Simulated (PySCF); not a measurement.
# Electron correlation in Nb²⁺ (niobium, charge +2)

[Kr] 4d2 5s1, high-spin 4F determinant (an excited configuration). Calculation: PySCF 2.14, in aug-cc-pwCVDZ-PP with ECP28MDF; scalar relativity through the core potential. Frozen: 4s2 4p6; 3 electrons correlated.

| level | correlation energy (mhartree) |
| --- | --- |
| CCSD | -15.22 |
| (T) | -0.07 |
| CCSD(T) | -15.29 |

Diagnostics: T1 = 0.0028, D1 = 0.0064, largest double amplitude 0.023.

Q: Is a single reference adequate?

A: Yes, within this model without spin-orbit coupling: T1 lies below 0.03 and no double amplitude reaches 0.07.
